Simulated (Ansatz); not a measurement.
Reaction (SMILES): C[Si](Br)(Br)Br → C[Si](Br)Br + Br atom (the Br-Si bond at the site shown breaks; other sites are not compared here)
Geometries: B3LYP-D3(BJ)/def2-TZVP minima from Ansatz (a first-principles code).

Property: bond dissociation energy (electronic energy difference), in kcal/mol. Correlated levels leave the core frozen unless marked. Open shells are spin-unrestricted. Spin-orbit coupling is left out. The frozen core is the preceding noble-gas configuration, with the filled d and f shells of earlier blocks. No relativistic terms. Basis-set limits of correlation are two-point, X^-3; Hartree-Fock from the larger set. The bracket is a focal-point correction in the basis named.

```csv
level,program,bond dissociation energy (kcal/mol),minus last row
revPBE/def2-TZVPD,Ansatz,86.6,-10.8
PBE0/def2-TZVPD,Ansatz,92.7,-4.7
BHLYP-D4/def2-TZVPD,Ansatz + dftd4,91.6,-5.8
BHLYP/def2-TZVPD,Ansatz,87.7,-9.7
r2SCAN0-D4/def2-TZVPD,Ansatz + dftd4,93.4,-4.0
CAM-B3LYP-D4/def2-TZVPD,Ansatz + dftd4,92.2,-5.2
LC-wPBE/def2-TZVPD,Ansatz,91.9,-5.5
RI-MP2/def2-QZVPP,Ansatz,100.9,3.5
SCS-MP2/6-31G*,Ansatz,88.0,-9.4
"RI-MP2/CBS(def2-TZVPP,def2-QZVPP)+[CCSD(T)-MP2]/def2-TZVPP",Ansatz,97.4,0.0
```
